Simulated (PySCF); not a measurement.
Correlation energy of Co¹⁵⁺ (cobalt, charge +15)

Starting occupation: [Ne] 3s2. All numbers are calculated (PySCF 2.14, X2C-1e with screened-nucleus spin-orbit coupling, Gaussian nucleus, in an even-tempered Gaussian basis (19 s from 0.42 bohr⁻², ratio 2.6; 13 p from 0.55 bohr⁻², ratio 2.6; 7 d from 0.56 bohr⁻², ratio 2.8; 4 f from 9.6 bohr⁻², ratio 2.8)). Frozen: 1s2; 10 electrons correlated; the 50 highest virtual spinors left out.

MP2 pair energies summed by pair of shells (mhartree):

| pair | energy | share (%) |
| --- | --- | --- |
| 2p1/2-2p3/2 | -94.82 | 23.6 |
| 2p3/2-2p3/2 | -90.94 | 22.6 |
| 3s1/2-3s1/2 | -68.90 | 17.1 |
| 2p3/2-2s1/2 | -39.59 | 9.8 |
| 2p3/2-3s1/2 | -32.64 | 8.1 |
| 2p1/2-2p1/2 | -21.92 | 5.4 |
| 2p1/2-2s1/2 | -19.91 | 5.0 |
| 2p1/2-3s1/2 | -15.95 | 4.0 |
| 2s1/2-2s1/2 | -10.28 | 2.6 |
| 2s1/2-3s1/2 | -7.25 | 1.8 |

Total MP2 correlation energy: -402.20 mhartree.

The virtual space was cut to 56 spinors, which keep -345.61 of the -402.20 mhartree of MP2 correlation.

| level | correlation energy (mhartree) |
| --- | --- |
| CCSD | -369.34 |
| (T) | -1.44 |
| CCSD(T) | -370.78 |

Diagnostics: T1 = 0.00068, largest double amplitude 0.092.

Cost of the coupled-cluster step: roughly 60 core-seconds, for 10 occupied and 56 virtual spinors.

Iterations:

```
Init t2, MP2 energy = -0.345607943898069
CCSD nocc = 10, nmo = 66
Init t2, MP2 energy = -0.345607943898069
Init E_corr(GCCSD) = -0.345607943898069
cycle = 1  E_corr(GCCSD) = -0.362289345840775  dE = -0.0166814019  norm(t1,t2) = 0.0299987
cycle = 2  E_corr(GCCSD) = -0.366898256438252  dE = -0.0046089106  norm(t1,t2) = 0.010609
cycle = 3  E_corr(GCCSD) = -0.369346020163568  dE = -0.00244776373  norm(t1,t2) = 0.00398406
cycle = 4  E_corr(GCCSD) = -0.369340183114906  dE = 5.83704866e-06  norm(t1,t2) = 0.000172488
cycle = 5  E_corr(GCCSD) = -0.36934280787318  dE = -2.62475827e-06  norm(t1,t2) = 3.07617e-05
cycle = 6  E_corr(GCCSD) = -0.369341632206515  dE = 1.17566666e-06  norm(t1,t2) = 1.32836e-06
cycle = 7  E_corr(GCCSD) = -0.369341670202705  dE = -3.79961895e-08  norm(t1,t2) = 9.04009e-08
cycle = 8  E_corr(GCCSD) = -0.369341672994829  dE = -2.79212398e-09  norm(t1,t2) = 3.90376e-09
GCCSD converged
E(GCCSD) = -1286.078092490397  E_corr = -0.3693416729948286
```

The coupled-cluster values are those of the cut space; adding the MP2 remainder, -56.59 mhartree, estimates the full space.
